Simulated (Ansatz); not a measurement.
F₃Y, triplet, geometry from GFN2-xTB (such geometries of metal compounds can be far from the true shape) (the multiplicity is a formal guess) (core potentials on Y). Base run: Ansatz (a quantum-chemistry and plane-wave program) with BLYP/def2-SV(P).

Ansatz was given this input:
Ansatz 0.2 input:
```yaml
crystal:
  periodic: [false, false, false]
  atoms:
    - {symbol: Y, position_ang: [0.02418329, -0.04764257, -0.10967719]}
    - {symbol: F, position_ang: [-1.64677441, -0.92126162, 0.23309831]}
    - {symbol: F, position_ang: [-0.02509880, 1.80595032, -0.59400106]}
    - {symbol: F, position_ang: [1.56707893, -0.67823755, 0.83617056]}
basis:
  gaussian:
    orbitals: def2-SV_P_.json
hamiltonian:
  xc: blyp
magnetization: {spin_polarized: true, initial_magnetization: 2}
```
The basis file holds def2-SV(P) in the JSON format of the Basis Set Exchange.

The base run was repeated with changes; each row names its change, and settings that it needs were set with it.

```json
[
 {"change": "base", "E (Eh)": "-337.58180", "<S^2>": "2.002", "core-seconds (rough)": "30"},
 {"change": "functional = r2scan", "E (Eh)": "-337.51253", "<S^2>": "2.004", "core-seconds (rough)": "60"},
 {"change": "functional = pbe; dispersion = d3bjatm", "E (Eh)": "-337.35745", "<S^2>": "2.002", "core-seconds (rough)": "40"},
 {"change": "functional = b3lyp; dispersion = d3bj", "E (Eh)": "-337.62168", "<S^2>": "2.007", "core-seconds (rough)": "10"},
 {"change": "functional = revpbe", "E (Eh)": "-337.55866", "<S^2>": "2.002", "core-seconds (rough)": "30"},
 {"change": "functional = lc_wpbe", "E (Eh)": "-337.42689", "<S^2>": "2.009", "core-seconds (rough)": "20"},
 {"change": "functional = b3lyp", "E (Eh)": "-337.61870", "<S^2>": "2.007", "core-seconds (rough)": "20"},
 {"change": "functional = SVWN5", "E (Eh)": "-335.62967", "<S^2>": "2.001", "core-seconds (rough)": "10"},
 {"change": "functional = pbe0", "E (Eh)": "-337.30353", "<S^2>": "2.008", "core-seconds (rough)": "20"},
 {"change": "functional = wB97M-V", "E (Eh)": "-337.42262", "<S^2>": "2.010", "core-seconds (rough)": "200"},
 {"change": "functional = pbe", "E (Eh)": "-337.35597", "<S^2>": "2.002", "core-seconds (rough)": "30"},
 {"change": "functional = B97M-V", "E (Eh)": "-337.50643", "<S^2>": "2.004", "core-seconds (rough)": "100"},
 {"change": "functional = wB97X-V", "E (Eh)": "-337.44389", "<S^2>": "2.010", "core-seconds (rough)": "80"}
]
```

Total energies compare only within one method and basis.
